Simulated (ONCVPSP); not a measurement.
## Configuration tests for O (Z = 8) (ONCV)

oxygen (O), optimised norm-conserving Vanderbilt (ONCV), made with ONCVPSP 4.0.1 (LDA (Perdew-Zunger), scalar-relativistic). Core [He], reference 2s1.5 2p4.5. Waves: 2s: rc 0.95 bohr, ncon 3, nbas 7, qcut 5.8 1/bohr, 1 projector; 2p: rc 1.40 bohr, ncon 3, nbas 6, qcut 7.7 1/bohr, 2 projectors, debl 2.8 Ha; d scattering state at 0.34 Ha: rc 0.95 bohr, ncon 4, nbas 7, qcut 11.8 1/bohr, local. Local part: the d channel. Core correction: Teter function, fcfact 3.5, rcfact 1.6.

Energies are relative to the spin-unpolarised reference configuration 2s1.5 2p4.5; without spin polarisation the order of configurations can differ from experiment.

```csv
valence configuration,charge,ΔE all-electron (eV),error AE − PS (meV)
2s2 2p4,0,-7.285,+1.1
2s2 2p3,+1,9.299,+84
2s2 2p2,+2,43.007,+435
2s1 2p4,+1,24.137,-7.9
```

Levels in the configuration 2s2 2p4:

| level | all-electron (eV) | pseudo (eV) |
| --- | --- | --- |
| 2s | -23.753 | -23.738 |
| 2p | -9.198 | -9.173 |
